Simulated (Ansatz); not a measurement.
Ansatz (a program for electronic structure) input (CCSD(T)/def2-SVPD):

Ansatz 0.2 input:
```yaml
crystal:
  periodic: [false, false, false]
  atoms:
    - {symbol: Cu, position_ang: [0.00000000, 0.00000000, 0.00000000]}
    - {symbol: Cl, position_ang: [0.00000000, 0.00000000, 2.15891506]}
    - {symbol: Cl, position_ang: [-0.00000000, -0.00000000, -2.15891506]}
basis:
  gaussian:
    orbitals: def2-SVPD
total_charge: -1
magnetization: {spin_polarized: false}
correlation: {method: ccsd_t, electrons: outside_noble_gas}
output: {forces: true}
```

Output:

```
Functional definition: HF
integrals: 0.09 GiB planned
853 factors; integrals over basis functions are off by at most 7.1e-4 eV
mean field: 0.38 GiB planned
mean field evaluation 1: about -69595.7810 eV, gradient 1.1e1 eV
mean field evaluation 2: about -69596.0258 eV, gradient 1.2e1 eV
mean field evaluation 4: about -69596.6836 eV, gradient 2.3e0 eV
mean field evaluation 8: about -69596.7027 eV, gradient 6.2e-4 eV
mean field evaluation 16: about -69596.3985 eV, gradient 2.0e0 eV
mean field -69596.70272005 eV, -2557.6316506223 hartree, gradient 1.1e-6 eV, S^2 0.000000; 0 other end points of the search recorded, 0 dependent functions left out
19 core orbitals not correlated
reference -69596.70272005 eV, -2557.6316506223 hartree; 13, 13 occupied and 56, 56 virtual orbitals, 853 factors
densities: 0.29 GiB planned
second order -17.04204525 eV of doubles, -0.00000000 eV of singles
coupled cluster: 0.22 GiB planned
cycle   1  -15.79841123 eV  change     1.2e0 eV  update   1.7e-1
cycle   2  -16.46307393 eV  change   -6.6e-1 eV  update   1.0e-1
cycle   3  -16.58305116 eV  change   -1.2e-1 eV  update   3.6e-2
cycle   4  -16.59028365 eV  change   -7.2e-3 eV  update   1.9e-2
cycle   5  -16.57226593 eV  change    1.8e-2 eV  update   1.0e-2
cycle   6  -16.56836199 eV  change    3.9e-3 eV  update   4.2e-3
cycle   7  -16.57068426 eV  change   -2.3e-3 eV  update   1.8e-3
cycle   8  -16.57146362 eV  change   -7.8e-4 eV  update   5.4e-4
cycle   9  -16.57150776 eV  change   -4.4e-5 eV  update   2.6e-4
cycle  10  -16.57162484 eV  change   -1.2e-4 eV  update   9.1e-5
cycle  11  -16.57165980 eV  change   -3.5e-5 eV  update   3.6e-5
cycle  12  -16.57161840 eV  change    4.1e-5 eV  update   1.8e-5
cycle  13  -16.57160636 eV  change    1.2e-5 eV  update   5.6e-6
perturbative correction -0.63415092 eV, -0.0233046165 hartree
the calculation of the forces begins
Total energy: -69613.90847733 eV, -2558.2639505398 hartree
Atom 0 at     0.000000     0.000000     0.000000 Å, force     0.000000     0.000000     0.000000 eV/Å
Atom 1 at     0.000000     0.000000     2.158915 Å, force     0.000000     0.000000     0.417694 eV/Å
Atom 2 at    -0.000000    -0.000000    -2.158915 Å, force     0.000000    -0.000000    -0.417694 eV/Å
Dipole moment:     0.000000    -0.000000    -0.000000 e Å
```
